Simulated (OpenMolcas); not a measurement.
# OpenMolcas run: Cl+

Input:

```
&GATEWAY
Coord
1

Cl 0.0 0.0 0.0
Basis=ANO-RCC-VTZP
Group=XYZ
NoMove
AngMom=0.0 0.0 0.0
AMFI
RX2C
&SEWARD
&RASSCF
FileOrb=start.orb
Symmetry=1
Spin=3
nActEl=4 0 0
Inactive=3 3
Ras2=0 3
CIRoot=3 3 1
SDav=3
CIMx=300
Iter=120 100
PrWF=0.3
OrbListing=Nothing
MaxOrb=0
Atom
>>> COPY $Project.JobIph JOB001
&RASSCF
FileOrb=start.orb
Symmetry=1
Spin=1
nActEl=4 0 0
Inactive=3 3
Ras2=0 3
CIRoot=6 6 1
SDav=6
CIMx=300
Iter=120 100
PrWF=0.3
OrbListing=Nothing
MaxOrb=0
Atom
>>> COPY $Project.JobIph JOB002
&RASSI
NrOfJobIphs=2 3 6
1 2 3
1 2 3 4 5 6
IphNames
JOB001
JOB002
EJob
SpinOrbit
DIPRint=1.0
SOCoupling=1000.0
Subsets=2
MEES
Property=10
'ANGMOM' 1 'ANGMOM' 2 'ANGMOM' 3 'MLTPL  1' 1 'MLTPL  1' 2 'MLTPL  1' 3
'AMFI' 1 'AMFI' 2 'AMFI' 3 'MLTPL  2' 6
SOProperty=3
'ANGMOM' 1 'ANGMOM' 2 'ANGMOM' 3
```

Launched by
```bash
OMP_NUM_THREADS=1 MOLCAS_MEM=2252 MOLCAS_PROJECT=a pymolcas a.inp > a.log  # once for each step of the input, in one work folder
```

A driver script runs the steps one by one and writes start.orb anew before each from the orbitals found so far.

Output, cut to the results:

```
--- SEWARD ---
Basis set label: CL.ANO-RCC...5S4P2D1F.

      Electronic valence basis set:
      ------------------
      Associated Effective Charge  17.000000 au
      Associated Actual Charge     17.000000 au
      Nuclear Model: Point charge

      Shell  nPrim  nBasis  Cartesian Spherical Contaminant
         s      17       5        X
         p      12       4        X
         d       5       2                 X
         f       4       1                 X
RX2C
                  Relativistic X2C integrals
                  Atomic mean-field integrals
--- RASSCF ---
Wave function specifications:
      -----------------------------

      Number of closed shell electrons          12
      Number of electrons in active shells       4
      Max number of holes in RAS1 space          0
      Max nr of electrons in RAS3 space          0
      Number of inactive orbitals                6
      Number of active orbitals                  3
      Number of secondary orbitals              25
      Spin quantum number                      1.0
      State symmetry                             1
Orbital specifications:
      -----------------------

      Symmetry species                           1   2
                                                ag  au
      Frozen orbitals                            0   0
      Inactive orbitals                          3   3
      Active orbitals                            0   3
      RAS1 orbitals                              0   0
      RAS2 orbitals                              0   3
      RAS3 orbitals                              0   0
      Secondary orbitals                        12  13
      Deleted orbitals                           0   0
      Number of basis functions                 15  19
      Number of CSFs                             3
      Number of root(s) required                 3
      Iter CI   SX   CI       RASSCF       Energy    max ROT     max BLB   max BLB  Level Ln srch  Step   QN
          iter iter root      energy       change     param      element    value   shift minimum  type update
 Nr of preliminary CI iterations:   1
        1   1    7    0  -460.40457085    0.00E+00  -1.12E-01*   3   4 1  1.76E-01*  0.00   0.00    SX    NO
        2   1    7    0  -460.45647977   -5.19E-02* -7.53E-03    3   5 1  4.33E-02*  0.00   0.00    SX    NO
        3   1    7    0  -460.45750128   -1.02E-03*  2.33E-03    1  10 2  4.60E-03*  0.00   0.00    SX    NO
        4   1    6    0  -460.45753287   -3.16E-05*  3.82E-04    3   5 1  1.26E-03*  0.00   0.00    SX    NO
        5   1    5    0  -460.45753397   -1.09E-06*  6.53E-05    3   4 1  1.60E-04*  0.00   0.85    QN   YES
        6   1    4    0  -460.45753401   -4.00E-08* -2.96E-06    3   5 1  1.25E-05   0.00   1.01    QN   YES
        7   1    3    0  -460.45753401   -6.46E-11   5.19E-07    3   5 1  1.53E-06   0.00   1.14    QN   YES
      Convergence after  7 iterations
        8   1    3    0  -460.45753401   -9.09E-13   5.19E-07    3   5 1 -8.09E-08   0.00   1.14    QN   YES
      Natural orbitals and occupation numbers for root  1
      sym 2:   1.000000   1.000000   2.000000
      Natural orbitals and occupation numbers for root  2
      sym 2:   2.000000   1.000000   1.000000
      Natural orbitals and occupation numbers for root  3
      sym 2:   1.000000   2.000000   1.000000
::    RASSCF root number  1 Total energy:   -460.45753401
::    RASSCF root number  2 Total energy:   -460.45753401
::    RASSCF root number  3 Total energy:   -460.45753401
--- RASSCF ---
Wave function specifications:
      -----------------------------

      Number of closed shell electrons          12
      Number of electrons in active shells       4
      Max number of holes in RAS1 space          0
      Max nr of electrons in RAS3 space          0
      Number of inactive orbitals                6
      Number of active orbitals                  3
      Number of secondary orbitals              25
      Spin quantum number                      0.0
      State symmetry                             1
Orbital specifications:
      -----------------------

      Symmetry species                           1   2
                                                ag  au
      Frozen orbitals                            0   0
      Inactive orbitals                          3   3
      Active orbitals                            0   3
      RAS1 orbitals                              0   0
...
--- RASSI ---
SPIN-FREE ENERGIES:
  (Shifted by EMIN (a.u.) =       -460.4575340057)

 SF State       Relative EMIN(au)   Rel lowest level(eV)    D:o, cm**(-1)      L_eff

     1             0.0000000000        0.0000000000              0.0000         1.0
     2             0.0000000000        0.0000000000              0.0000         1.0
     3             0.0000000000        0.0000000000              0.0000         1.0
     4             0.0641544347        1.7457311030          14080.2709         2.0
     5             0.0641544347        1.7457311030          14080.2709         2.0
     6             0.0641544347        1.7457311030          14080.2709         2.0
     7             0.0641544347        1.7457311030          14080.2709         2.0
     8             0.0641544347        1.7457311030          14080.2709         2.0
     9             0.1598719303        4.3503368451          35087.8330         0.0
     Dipole printing threshold changed to   1.00000000E+00
Eigenvalues of complex Hamiltonian:
   -----------------------------------
  (Shifted by EMIN (a.u.) =       -460.4575340057)

 SO State       Relative EMIN(au)   Rel lowest level(eV)    D:o, cm**(-1)     J-value

     1            -0.0015067347        0.0000000000              0.0000         1.2
     2            -0.0015067347        0.0000000000              0.0000         1.2
     3            -0.0015067347        0.0000000000              0.0000         1.8
     4            -0.0015067347        0.0000000000              0.0000         1.8
     5            -0.0015067347        0.0000000000              0.0000         1.8
     6             0.0014435310        0.0802808192            647.5085         1.0
     7             0.0014435310        0.0802808192            647.5085         0.6
     8             0.0014435310        0.0802808192            647.5085         0.6
     9             0.0027813899        0.1166858137            941.1346         0.0
...
```

The J values that RASSI prints are effective ones from its own formula and need not be integers or half-integers; the table below assigns J from the states.

Levels above the lowest, from the spin-orbit matrix, grouped by J:

| Configuration | Term | J | E (cm-1) | Measured (cm-1) | g | Term weight % |
| --- | --- | --- | --- | --- | --- | --- |
| 3s2 3p4 | 3P | 2 | 0.0 | 0.0 | 1.501 | 100 |
| 3s2 3p4 | 3P | 1 | 648 | 696 | 1.501 | 100 |
| 3s2 3p4 | 3P | 0 | 941 | 996 |  | 100 |
| 3s2 3p4 | 1D | 2 | 14425 | 11654 | 1.000 | 100 |
| 3s2 3p4 | 1S | 0 | 35442 | 27878 |  | 100 |

Against the 4 measured excited levels shown (NIST Handbook of Basic Atomic Spectroscopic Data) the mean absolute deviation is 2600 cm-1; the largest miss in energy is 3s2 3p4 1S0: computed 35442, measured 27878 cm-1 (+27.1 %).

Without dynamic correlation excited terms often stand tens of per cent too high (terms of higher spin than the ground term too low), and those without a measured partner can miss by more than the paired ones. With the s shell closed, the reference lacks s² → p² mixing. Measured partners are found by configuration, term and J. A level has none where our copy of the source lacks it or the pairing is in doubt (some pairs that miss far off the trend of their configuration count as doubtful), and it then counts in no deviation. Only configurations of the active space appear.

The term weight is that of the spin-free term in the level, not the purity of its configuration.
